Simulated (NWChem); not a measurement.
System: ammonium (NH4 cation); SMILES [NH4+]

Here is an NWChem input.

```
start job
memory heap 200 mb stack 900 mb global 1100 mb
charge 1
geometry units angstroms noautosym nocenter noautoz
  N      0.000000     0.000000     0.000000
  H     -0.590962    -0.590962    -0.590962
  H      0.590962     0.590962    -0.590962
  H     -0.590962     0.590962     0.590962
  H      0.590962    -0.590962     0.590962
end
basis spherical
  N library 6-31g**
  H library 6-31g**
end
dft
  odft
  mult 1
  xc b3lyp
  iterations 150
end
property
  spinspin 3 1 2 1 3 2 3
end
task dft property
```

Excerpt of the output:

```
             Northwest Computational Chemistry Package (NWChem) 7.3.0
             --------------------------------------------------------

                             Geometry "geometry" -> ""
                             -------------------------

 Output coordinates in angstroms (scale by  1.889725989 to convert to a.u.)

  No.       Tag          Charge          X              Y              Z
 ---- ---------------- ---------- -------------- -------------- --------------
    1 N                    7.0000     0.00000000     0.00000000     0.00000000
    2 H                    1.0000    -0.59096200    -0.59096200    -0.59096200
    3 H                    1.0000     0.59096200     0.59096200    -0.59096200
    4 H                    1.0000    -0.59096200     0.59096200     0.59096200
    5 H                    1.0000     0.59096200    -0.59096200     0.59096200

 Effective nuclear repulsion energy (a.u.)      16.3752187520

                              NWChem Property Module
                              ----------------------

  itol2e modified to match energy
  convergence criterion.

                                 NWChem DFT Module
                                 -----------------

 Summary of "ao basis" -> "ao basis" (spherical)
 ------------------------------------------------------------------------------
       Tag                 Description            Shells   Functions and Types
 ---------------- ------------------------------  ------  ---------------------
 N                          6-31g**                  6       14   3s2p1d
 H                          6-31g**                  3        5   2s1p

  itol2e modified to match energy
  convergence criterion.

            General Information
            -------------------
          SCF calculation type: DFT
          Wavefunction type:  spin polarized.
          No. of atoms     :     5
          No. of electrons :    10
           Alpha electrons :     5
            Beta electrons :     5
          Charge           :     1
          Spin multiplicity:     1
          Use of symmetry is: off; symmetry adaption is: off
          Maximum number of iterations: 150
          AO basis - number of functions:    34
                     number of shells:    18
          Convergence on energy requested:  1.00D-07
          Convergence on density requested:  1.00D-05
          Convergence on gradient requested:  5.00D-04

              XC Information
              --------------
                         B3LYP Method XC Potential
                     Hartree-Fock (Exact) Exchange  0.200
                        Slater Exchange Functional  0.800 local
                    Becke 1988 Exchange Functional  0.720 non-local
              Lee-Yang-Parr Correlation Functional  0.810
                  VWN I RPA Correlation Functional  0.190 local

             Grid Information
             ----------------
          Grid used for XC integration:  fine
          Radial quadrature: Mura-Knowles
          Angular quadrature: Lebedev.
          Tag              B.-S. Rad. Rad. Pts. Rad. Cut. Ang. Pts.
          ---              ---------- --------- --------- ---------
          N                   0.65       70           6.0       590
          H                   0.35       60           7.0       590
          Grid pruning is: on
          Number of quadrature shells:   310
          Spatial weights used:  Erf1

      Superposition of Atomic Density Guess
      -------------------------------------

 Sum of atomic energies:         -56.28666840

 Renormalizing density from      11.00 to     10

      Non-variational initial energy
      ------------------------------

 Total energy =     -53.145209
 1-e energy   =     -97.540444
 2-e energy   =      28.020017
 HOMO         =      -1.179661
 LUMO         =      -0.264535

[...]

      -----------------------------------
      Indirect Spin-Spin Coupling Tensors
      -----------------------------------

      ---------------------------------------------------
      Calculating Fermi-Contact and Spin-Dipole Responses
      ---------------------------------------------------

                                NWChem CPHF Module
                                ------------------

  scftype          =     UHF
  nalpha           =        5
  nbeta            =        5
  variables        =      290
  # of vectors     =       26
  tolerance        = 0.10D-03
  level shift      = 0.00D+00
  max iterations   =       50
  max subspace     =      260

 SCF residual:    1.6255887253312892E-007

Iterative solution of linear equations
  No. of variables      290
  No. of equations       26
  Maximum subspace      260
        Iterations       50
       Convergence  1.0D-04

   iter   nsub   residual    time
   ----  ------  --------  ---------
     1     26    5.97D-01       6.1
     2     52    5.69D-02      10.1
     3     78    4.33D-03      14.3
     4    104    2.34D-04      17.5
     5    130    3.51D-06      20.8

      ----------------------------------------------
      Calculating Paramagnetic Spin-Orbit Responses
      ----------------------------------------------

                                NWChem CPHF Module
                                ------------------

  scftype          =     UHF
  nalpha           =        5
  nbeta            =        5
  variables        =      290
  # of vectors     =        6
  tolerance        = 0.10D-03
  level shift      = 0.00D+00
  max iterations   =       50
  max subspace     =       60

 SCF residual:    1.6255887253312892E-007

Iterative solution of linear equations
  No. of variables      290
  No. of equations        6
  Maximum subspace       60
        Iterations       50
       Convergence  1.0D-04

   iter   nsub   residual    time
   ----  ------  --------  ---------
     1      6    6.94D-01      22.0
     2     12    1.22D-02      23.1
     3     18    2.46D-04      24.3
     4     24    4.07D-06      25.5

      ----------------------------------
      Indirect Spin-Spin Tensors (in Hz)
      ----------------------------------

      -------------------------------------------------
      Atom    1:  14-N  and Atom    2:   1-H

      Respective Nuclear g-factors: 0.403761 & 5.585689
      -------------------------------------------------

      Fermi Contact (FC) Term (Hz):
     55.1543      0.0000      0.0000
      0.0000     55.1543      0.0000
      0.0000      0.0000     55.1543
        Isotropic =      55.1543

      Spin-Dipole   (SD) Term (Hz):
     -0.0578     -0.1603     -0.1603
     -0.1603     -0.0578     -0.1603
     -0.1603     -0.1603     -0.0578
        Isotropic =      -0.0578

      FC - SD  Cross Term (Hz):
      0.0000      0.0016      0.0016
      0.0016      0.0000      0.0016
      0.0016      0.0016     -0.0000
        Isotropic =      -0.0000

      Paramagnetic Spin-Orbit Term (Hz):
      1.0730     -2.4740     -2.4740
     -2.4740      1.0730     -2.4740
     -2.4740     -2.4740      1.0730
        Isotropic =       1.0730

      Diamagnetic Spin-Orbit Term (Hz):
      0.0500      2.8323      2.8323
      2.8323      0.0500      2.8323
      2.8323      2.8323      0.0500
        Isotropic =       0.0500

      Total Spin-Spin Coupling Tensor (Hz):
     56.2194      0.1997      0.1997
      0.1997     56.2194      0.1997
      0.1997      0.1997     56.2194

      Isotropic Spin-Spin Coupling =      56.2194 Hz

      -------------------------------------------------
      Atom    1:  14-N  and Atom    3:   1-H

      Respective Nuclear g-factors: 0.403761 & 5.585689
      -------------------------------------------------

      Fermi Contact (FC) Term (Hz):
     55.1542      0.0000      0.0000
      0.0000     55.1542      0.0000
      0.0000      0.0000     55.1542
        Isotropic =      55.1542

      Spin-Dipole   (SD) Term (Hz):
     -0.0578     -0.1603      0.1603
     -0.1603     -0.0578      0.1603
      0.1603      0.1603     -0.0578
        Isotropic =      -0.0578

      FC - SD  Cross Term (Hz):
     -0.0000      0.0016     -0.0016
      0.0016     -0.0000     -0.0016
     -0.0016     -0.0016      0.0000
        Isotropic =      -0.0000

      Paramagnetic Spin-Orbit Term (Hz):
      1.0730     -2.4740      2.4740
     -2.4740      1.0730      2.4740
      2.4740      2.4740      1.0730
        Isotropic =       1.0730

      Diamagnetic Spin-Orbit Term (Hz):
      0.0500      2.8323     -2.8323
      2.8323      0.0500     -2.8323
     -2.8323     -2.8323      0.0500
        Isotropic =       0.0500

      Total Spin-Spin Coupling Tensor (Hz):
     56.2194      0.1997     -0.1997
      0.1997     56.2194     -0.1997
     -0.1997     -0.1997     56.2194

      Isotropic Spin-Spin Coupling =      56.2194 Hz

      -------------------------------------------------
      Atom    2:   1-H  and Atom    3:   1-H

      Respective Nuclear g-factors: 5.585689 & 5.585689
      -------------------------------------------------

      Fermi Contact (FC) Term (Hz):
    -12.6882      0.0000      0.0000
      0.0000    -12.6882      0.0000
      0.0000      0.0000    -12.6882
        Isotropic =     -12.6882

      Spin-Dipole   (SD) Term (Hz):
      0.0938      0.5314     -0.9813
      0.5314      0.0938     -0.9813
      0.9813      0.9813      1.3924
        Isotropic =       0.5267

      FC - SD  Cross Term (Hz):
     -3.1189      8.1144     -0.0000
      8.1144     -3.1189     -0.0000
     -0.0000     -0.0000      6.2379
        Isotropic =       0.0000

      Paramagnetic Spin-Orbit Term (Hz):
      1.3374     -4.7824      3.3626
     -4.7824      1.3374      3.3626
     -3.3626     -3.3626      9.7295
        Isotropic =       4.1347

[...]
```

Level: B3LYP/6-31G** (spherical d). Geometry: optimised at PBE0-D3(BJ)/def2-TZVP. B3LYP is NWChem's, with the RPA form of VWN correlation.
